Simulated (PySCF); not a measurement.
# Polarisability and C₆ of Ni (nickel, neutral)

[Ar] 3d8 4s1 4p1, one real determinant (an excited configuration). All numbers are calculated (PySCF 2.14, the non-relativistic Hamiltonian (point nucleus), in aug-cc-pVTZ with one added diffuse shell each of s, p, d, f, g type (9s8p6d4f3g, 118 functions)). Coupled (time-dependent) response in atomic units; α is the mean over directions.

```json
{"method": "M06", "mean α (bohr³)": "98.65", "α xx, yy, zz": "72.67, 150.6, 72.67", "C₆ (like pair)": "832.2", "S(−4)": "12960"}
```

S(−4) is the Cauchy moment in α(ω) = α(0) + S(−4) ω² + …

α(iu) at M06:

```json
{"u (hartree)": "0", "α(iu) (bohr³)": "98.65"}
{"u (hartree)": "0.0500", "α(iu) (bohr³)": "77.42"}
{"u (hartree)": "0.100", "α(iu) (bohr³)": "52.74"}
{"u (hartree)": "0.200", "α(iu) (bohr³)": "27.52"}
{"u (hartree)": "0.300", "α(iu) (bohr³)": "16.94"}
{"u (hartree)": "0.500", "α(iu) (bohr³)": "8.700"}
{"u (hartree)": "0.750", "α(iu) (bohr³)": "5.090"}
{"u (hartree)": "1.00", "α(iu) (bohr³)": "3.504"}
{"u (hartree)": "1.50", "α(iu) (bohr³)": "2.090"}
{"u (hartree)": "2.00", "α(iu) (bohr³)": "1.448"}
{"u (hartree)": "3.00", "α(iu) (bohr³)": "0.8497"}
{"u (hartree)": "5.00", "α(iu) (bohr³)": "0.4137"}
```

A single London oscillator, α(iu) = α/(1 + u²/ω²), gives C₆ = (3/4) ω α². Matching the computed C₆ needs ω = 4 × 832.2 / (3 × 98.65²) = 0.114 hartree.

The components differ because the open shell of this determinant is not spherical; for a pure term their mean is the scalar polarisability.

⟨L²⟩ = 14.01 against 20 for a pure G term, so this real determinant mixes terms.
